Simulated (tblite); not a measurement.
Compound: C₃H₇F₃OSi.
Geometry (GFN2-xTB, Å), atoms numbered from 1 in this order:
```xyz
15
C3H7F3OSi angstrom
C     -1.1976    1.4321   -0.5543
C     -0.2415    0.2424   -0.5518
O      0.8774    0.5411    0.1980
Si     2.0872   -0.3927    0.7758
C     -0.9590   -0.9884    0.0091
F     -1.2862   -0.8538    1.2970
F     -2.0952   -1.2468   -0.6569
F     -0.2087   -2.0969   -0.0882
H     -2.0713    1.2189   -1.1638
H     -1.5080    1.6489    0.4651
H     -0.6799    2.2995   -0.9528
H      0.0505   -0.0246   -1.5806
H      1.6273   -1.2798    1.8411
H      2.6724   -1.1869   -0.3053
H      2.9282    0.6950    1.2458
```

Computed with GFN2-xTB (tblite): harmonic, unscaled wavenumbers at the GFN2-xTB geometry, gas phase. Against measured fundamentals such values can be off by several per cent, at times by over 20. Modes of hydrogen on silicon can be 10 to 20 % off. One conformer, not necessarily the lowest.

Harmonic wavenumbers (cm⁻¹): 48.7, 64.2, 128.3, 173.4, 187.5, 221.1, 239.4, 304.3, 389.3, 427.1, 480.7, 527.2, 603.0, 614.5, 650.6, 747.1, 750.8, 793.2, 806.4, 826.0, 991.3, 1024.1, 1078.5, 1084.2, 1120.3, 1173.5, 1215.3, 1288.8, 1297.0, 1398.1, 1463.2, 1480.4, 2250.0, 2284.1, 2354.0, 2862.9, 3046.8, 3051.7, 3060.3.

A = 2500, B = 1354, C = 1066 MHz; mass 144.022 u (most abundant isotopes); point group C1, symmetry number 1.

Problem. What is the zero-point energy?

Solution. Half the sum of the wavenumbers: 21254 cm⁻¹ = 254.25 kJ/mol.

Problem. Give the ideal-gas entropy at 273.15 K and 1 bar in the rigid-rotor, harmonic-oscillator model (classical rotation).

Solution. Translation 169.02, rotation 119.73, vibration 107.06: S = 395.8 J/(mol K).

Problem. And Cp and H(273.15 K) − H(0)?

Solution. Cp = 146.16 J/(mol K), of which vibrations give 112.91 (their classical limit is 39 R = 324.3); H(273.15 K) − H(0) = 24.75 kJ/mol without the zero-point energy, 15.67 from vibrations.

Problem. Blend soft modes into free rotors: weight 1/[1 + (100 cm⁻¹/ν̃)⁴] for the oscillator and the rest for a rotor with moment μB/(μ + B), μ = h/(8π²ν), B = 10⁻⁴⁴ kg m². What vibrational entropy results?

Solution. 98.69 J/(mol K) in place of 107.06, which changes −T·S at 273.15 K by +2.29 kJ/mol.

Problem. What must be added to the electronic energy to get the Gibbs energy at 273.15 K and 1 bar?

Solution. ZPE + [H(273.15 K) − H(0)] − T·S = 254.25 + 24.75 − 108.12 = 170.88 kJ/mol.

Hindered rotation and anharmonicity are outside this model. Other conformers, if any are populated, would add a mixing term that is left out. The structure is chiral; the term R ln 2 for an equal mix with its mirror image is left out.

The run took 1.3 s of wall time on one thread of an Intel Xeon at 2.50 GHz (shared host). The figure is for the frequency step alone.
